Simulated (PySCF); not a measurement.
Low-lying terms of Ag+ (silver, charge +1)

Ground state [Kr] 4d10, ¹S. Computed with PySCF 2.14 in def2-TZVP with the def2 core potential (28 electrons) (6s4p3d1f, 40 functions), with scalar relativity through the core potential. Vertical excitation energies in eV without spin-orbit coupling; excited terms of each kind are numbered among those the solver found. Frozen: 4s2 4p6.

```json
{"term": "1 3D", "leading excitation": "4d → s", "EOM-EE-CCSD": "5.243"}
{"term": "1 1D", "leading excitation": "4d → s", "EOM-EE-CCSD": "5.766"}
{"term": "1 3P°", "leading excitation": "4d → p", "EOM-EE-CCSD": "10.255"}
{"term": "1 3F°", "leading excitation": "4d → p", "EOM-EE-CCSD": "10.565"}
{"term": "1 1F°", "leading excitation": "4d → p", "EOM-EE-CCSD": "10.728"}
{"term": "1 1D°", "leading excitation": "4d → p", "EOM-EE-CCSD": "11.013"}
{"term": "1 3D°", "leading excitation": "4d → p", "EOM-EE-CCSD": "11.043"}
{"term": "1 1P°", "leading excitation": "4d → p", "EOM-EE-CCSD": "11.170"}
{"term": "2 3D", "leading excitation": "4d → s", "EOM-EE-CCSD": "15.155"}
{"term": "2 1D", "leading excitation": "4d → s", "EOM-EE-CCSD": "15.290"}
```

The spin-orbit splitting of the hole, absent here, rivals or exceeds the spacing of these terms, so the LS terms are model states.

The solver can miss terms. Rydberg members are limited by the diffuse functions of the basis.
